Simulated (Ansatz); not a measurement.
Consider the formal exchange of groups at the Se–C bond: `N=C=C([SiH3])[SeH]` + `BC=C` → `C=CB[SeH]` + `N=C=C[SiH3]`.

Isolated molecules relaxed with PBE0-D4/def2-TZVP in Ansatz; ΔE leaves out vibrations. CCSD(T)/CBS adds triple-zeta CCSD(T) − MP2 to the extrapolated MP2 energy (def2 sets, frozen cores). DFT in def2-TZVPP. For Se outer-core shells are correlated without core-valence functions, which leaves a few kJ/mol of doubt a bond. Scalar relativity is left out up to krypton. One conformer a species, not always the lowest.

Problem. Is it downhill or uphill in electronic energy at CCSD(T)/CBS, and by how much? (Estimate.)

Solution. The calculation gave: Downhill: ΔE = -134.6 kJ/mol.

Problem. What do these levels give: PBE0-D4, r2SCAN, PBE0, LC-ωPBE, SCS-MP2/def2-TZVPP, MP2/CBS(def2)? (Best estimate.)

Solution. Computed: PBE0-D4 -137.5, r2SCAN -142.9, PBE0 -140.1, LC-ωPBE -137.4, SCS-MP2/def2-TZVPP -125.9, MP2/CBS(def2) -132.2 kJ/mol.

Problem. What do rigid-rotor, harmonic-oscillator terms from PBE0-D4/def2-TZVP frequencies (298.15 K, 1 bar) make of the CCSD(T)/CBS value? (Best estimate.)

Solution. Computed: ΔZPE = +6.7 kJ/mol, ΔH = -129.5 kJ/mol, ΔS = -4 J/(mol·K), ΔG = -128.2 kJ/mol.

Largest T1 diagnostic among the species: 0.015.

Leaving LDA and LC-ωPBE aside and taking each functional with its dispersion term where it has one, the values, not all of them listed here, spread over 13.9 kJ/mol, from r2SCAN-D4 to BHLYP-D4. LDA lies −7.2 kJ/mol from PBE without D4. The D4 term adds +4.9 kJ/mol with B3LYP and +2.7 kJ/mol with PBE0; it sums over pairs of atoms, weighted by their polarisabilities, and B3LYP, whose exchange is more repulsive, gets the larger term.

B3LYP here is the variant with VWN-RPA as its local correlation; programs differ in this.
